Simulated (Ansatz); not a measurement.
Results of the Gaussian-basis code of Ansatz.

Basis-set series for `O=C=[N][In]([N]=C=O)[N]=C=O`. The species carries charge 0 and has multiplicity 1. In takes the def2 core potential. The structure was optimised at the PBE0-D4/def2-TZVP level. It is one conformer, not always the lowest.

```xyz
10

O     1.286    3.181    2.190
C     0.631    2.323    1.756
N    -0.113    1.458    1.361
In   -0.001    0.002   -0.002
N     1.666   -0.234   -1.078
C     2.029   -0.993   -1.943
O     2.453   -1.685   -2.777
N    -1.557   -1.218   -0.290
C    -2.660   -1.331    0.187
O    -3.735   -1.504    0.595
```

| functional | basis | functions | energy (Eh) | HOMO (eV) | LUMO (eV) |
| --- | --- | --- | --- | --- | --- |
| PBE0-D4 | def2-SVP | 152 | -693.52986 | -8.90 | -2.37 |
| PBE0-D4 | def2-TZVPP | 329 | -694.12951 | -9.00 | -2.53 |
| ωB97M-V | def2-SVP | 152 | -693.89322 | -11.09 | -0.39 |
| ωB97M-V | def2-TZVPP | 329 | -694.50665 | -11.24 | -0.52 |

Problem. Give the rows for def2-QZVPP. (Estimate.)

Solution. The calculation gave: 
| functional | basis | functions | energy (Eh) | HOMO (eV) | LUMO (eV) |
| --- | --- | --- | --- | --- | --- |
| PBE0-D4 | def2-QZVPP | 595 | -694.15752 | -9.03 | -2.58 |
| ωB97M-V | def2-QZVPP | 595 | -694.53223 | -11.27 | -0.71 |
